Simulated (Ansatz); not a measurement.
Reaction (formal exchange of groups at a Ge–C bond): `F[CH](F)[GeH3]` + `COBC=O` → `O=C[BH][GeH3]` + `COC(F)F`

Calculated with Ansatz (gas phase, PBE0-D4/def2-TZVP geometries, no zero-point term in ΔE). CCSD(T)/CBS adds triple-zeta CCSD(T) − MP2 to the extrapolated MP2 energy (def2 sets, frozen cores). DFT in def2-TZVPP. For Ge outer-core shells are correlated without core-valence functions, which leaves a few kJ/mol of doubt a bond. Scalar relativity is left out up to krypton. One conformer a species, not always the lowest.

CCSD(T)/CBS gives +30.1 kcal/mol.

Q: Another level gave +27.1 kcal/mol. Which?
A. LDA (SPW92)/def2-TZVPP
B. CAM-B3LYP/def2-TZVPP
C. PBE0-D4/def2-TZVPP
D. ωB97M-V/def2-TZVPP

A: C. PBE0-D4 27.1, ωB97M-V 30.2, CAM-B3LYP 31.6, LDA (SPW92) 23.9 kcal/mol.

Largest T1 diagnostic among the species: 0.018.

From r2SCAN to r2SCAN0 (25 % exact exchange), in def2-TZVPP and without D4, ΔE moves by +1.0 kcal/mol. Leaving LDA and LC-ωPBE aside and taking each functional with its dispersion term where it has one, the values, not all of them listed here, spread over 5.3 kcal/mol, from r2SCAN-D4 to CAM-B3LYP-D4. LDA lies −2.7 kcal/mol from PBE without D4. In def2-TZVPP, CCSD(T) changes the Hartree–Fock value by −2.7 kcal/mol (the triples alone add −0.9 kcal/mol) and MP2 by −2.1 kcal/mol.
